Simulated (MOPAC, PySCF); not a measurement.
H2AlBr2N, SMILES `[Al]([NH2])([Br])[Br]`, neutral singlet in the gas phase. 

Cartesian coordinates (Å):
```xyz
6

N     -1.0528    -0.0821     0.0003
Al     0.6896     0.0539    -0.0003
Br     1.9511    -1.7924     0.1436
Br     1.6498     2.0733    -0.1450
H     -1.6835     0.7001    -0.0609
H     -1.5540    -0.9528     0.0622
```
Charge 0, multiplicity 1.

All levels are single points at this geometry (PBE0-D3(BJ)/def2-TZVP); Pople sets use spherical d functions. Orbital energies aren't observables, and empty levels follow the basis.

B3LYP/LANL2DZ in PySCF gives HOMO (eV) = -7.80.

Task: Estimate the HOMO (eV) from each of these levels: PBE-D3(BJ)/def2-TZVP in PySCF; ωB97X-D3(BJ)/def2-TZVP in PySCF; B3LYP/6-311+G** (LANL2DZ on Br) in PySCF; B3LYP/6-31G* in PySCF; M06-2X/6-31G* in PySCF; PBE/6-31G* in PySCF; HF/3-21G in PySCF; HF/6-31G* in PySCF; HF/STO-3G in PySCF; AM1 in MOPAC; PM3 in MOPAC; PM6 in MOPAC.

Result: 
| level | HOMO (eV) |
|---|---|
| PBE-D3(BJ)/def2-TZVP in PySCF | -6.58 |
| ωB97X-D3(BJ)/def2-TZVP in PySCF | -10.54 |
| B3LYP/6-311+G** (LANL2DZ on Br) in PySCF | -7.87 |
| B3LYP/6-31G* in PySCF | -7.55 |
| M06-2X/6-31G* in PySCF | -9.26 |
| PBE/6-31G* in PySCF | -6.41 |
| HF/3-21G in PySCF | -11.12 |
| HF/6-31G* in PySCF | -11.32 |
| HF/STO-3G in PySCF | -8.24 |
| AM1 in MOPAC | -10.66 |
| PM3 in MOPAC | -11.29 |
| PM6 in MOPAC | -10.23 |
